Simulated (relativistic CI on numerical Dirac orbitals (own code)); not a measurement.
# Re⁶⁺: resonant inelastic scattering at the N6,7 edge

Computed with this model: Dirac-Coulomb-Breit CI, separate exchange-only KLI orbitals for each configuration, model QED (radiative potential, 1s self-energy scaled to tabulated hydrogen-like ionisation energies), Kramers-Heisenberg scattering through one core-hole configuration in a parametric crystal field, unscaled Slater integrals; configurations [Xe] 4f14 5d → [Xe] 4f13 5d2; 10 K; core-hole width 0.3 eV; summed over polarisations. Incident energies are the highest absorption maxima for each field (at most a few, so the weaker spin-orbit partner edge can be absent), on the computed scale of the free ion. Intensities are in per cent of the strongest line above 0.02 eV; levels within 1 cm⁻¹ are merged; final levels count from the ground level, the first row holds all elastic scattering, lines under 0.4 are left out and each table stops after 24 rows. The scale of the Slater integrals is a model choice and moves the terms in proportion.

Field parameters in Wybourne normalisation: Oh B⁴₀ = 21Dq, B⁴₄ = √(5/14) B⁴₀. The field is a parameter set, without covalency.

S is read from ⟨S²⟩ = S(S + 1).

Oh, 10Dq = 10000 cm⁻¹:

```
Final level (eV)  Degeneracy  Irrep     S  50.6 eV  51.4 eV
           0.000           4     Γ8  0.50   3487.4    851.4
           0.998           2     Γ7  0.50     84.3    100.0
           1.954           4     Γ8  0.50     36.8     67.5
```

Oh, 10Dq = 22550 cm⁻¹:

```
Final level (eV)  Degeneracy  Irrep     S  49.9 eV  51.1 eV  51.3 eV
           0.000           4     Γ8  0.50    520.3   1397.7   1548.4
           0.894           2     Γ7  0.50     33.1     82.3    100.0
           3.301           4     Γ8  0.50      8.0     77.5     59.3
```

Oh, 10Dq = 35100 cm⁻¹:

```tsv
Final level (eV)	Degeneracy	Irrep	S	47.6 eV	51.9 eV	52.2 eV
0.000	4	Γ8	0.50	819.3	1182.3	2603.9
0.854	2	Γ7	0.50	50.2	99.7	83.0
4.777	4	Γ8	0.50	4.3	97.0	100.0
```

For the first field the strongest loss at the lowest incident energy is the level at 1.00 eV (S = 0.50, against 0.50 in the thermal ground state).
